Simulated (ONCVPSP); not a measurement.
LDA (Perdew-Wang 92) ONCV dataset for molybdenum, scalar-relativistic all-electron reference.

* Element: Mo (Z = 42)
* Generator: ONCVPSP 4.0.1
* Type: optimised norm-conserving Vanderbilt (ONCV)
* Functional: LDA (Perdew-Wang 92)
* Relativity: scalar-relativistic
* Frozen core: [Ar] 3d10
* Valence charge: 14
* Reference configuration: 4s2 4p6 4d5.5 5s0.5
* Partial waves: 4s+5s: rc 1.95 bohr, ncon 5, nbas 8, qcut 7.5 1/bohr, 2 projectors; 4p: rc 1.10 bohr, ncon 5, nbas 9, qcut 6.4 1/bohr, 1 projector; 4d: rc 2.65 bohr, ncon 4, nbas 8, qcut 5.3 1/bohr, 2 projectors, debl 3.6 Ha
* Local potential: polynomial inside 1.00 bohr (lpopt 4, dvloc0 3 Ha)
* Core correction: Teter function, fcfact 3.5, rcfact 1.75

* Cutoffs needed: 57 Ha and 161 Ha (the cutoffs (Ha) at which the residual kinetic energy of the hardest occupied pseudo-wave falls to 1 and 0.1 mHa per electron)
* Ghost test: no bound ghost flagged; GHOST(+) flagged for s at 223.5 eV
* Largest excitation error: +8.2 meV (all-electron minus pseudo) for 4s2 4p6 4d4 5s0, out of 4 test configurations
* rms error of d²Exc/dni dnj: 3.76 mHa without and 2.01 mHa with the model core
